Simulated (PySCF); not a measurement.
A structure optimised at B3LYP-D3(BJ)/def2-TZVP, used in a PySCF frequency run:

```xyz
4

C      0.0000     0.0000    -1.1142
Cl     0.0000     0.0000     0.5836
H      0.0000    -0.9519    -1.6176
H      0.0000     0.9519    -1.6176
```
Charge 0, spin multiplicity 2.

### Question
Write its SMILES, formula and point group.

### Answer
[CH2]Cl, CH₂Cl, C2v

### Question
What are its rotational constants (standard atomic weights)?

### Answer
276.68, 15.829, 14.972 GHz
